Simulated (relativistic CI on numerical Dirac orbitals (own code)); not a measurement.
**Crystal-field levels of Zr3+, 4d**

Calculated by Dirac-Coulomb-Breit CI, KLI orbitals optimised for each configuration, model QED (radiative potential, 1s self-energy scaled to tabulated hydrogen-like ionisation energies), valence Slater integrals scaled by 0.85, one configuration in a parametric crystal field (own radial code).

Field parameters in Wybourne normalisation: D4h B²₀ = −7Ds, B⁴₀ = 21(Dq − Dt), B⁴₄ = 21√(5/14) Dq. The field is a parameter set, without covalency.

S is read from ⟨S²⟩ = S(S + 1).

Levels (cm⁻¹, degeneracy): 0 (2), 262 (2), 953 (2), 7344 (2), 20558 (2).

**Question.** Which field gives this pattern?
A. D4h, 10Dq = 19800, Ds = 1960, Dt = 1080 cm⁻¹
B. D4h, 10Dq = 37400, Ds = -990, Dt = 220 cm⁻¹
C. D4h, 10Dq = 31400, Ds = 1000, Dt = -650 cm⁻¹
D. D4h, 10Dq = 36100, Ds = -130, Dt = 210 cm⁻¹

**Answer.** A. D4h, 10Dq = 19800, Ds = 1960, Dt = 1080 cm⁻¹, ground level with S = 0.50.
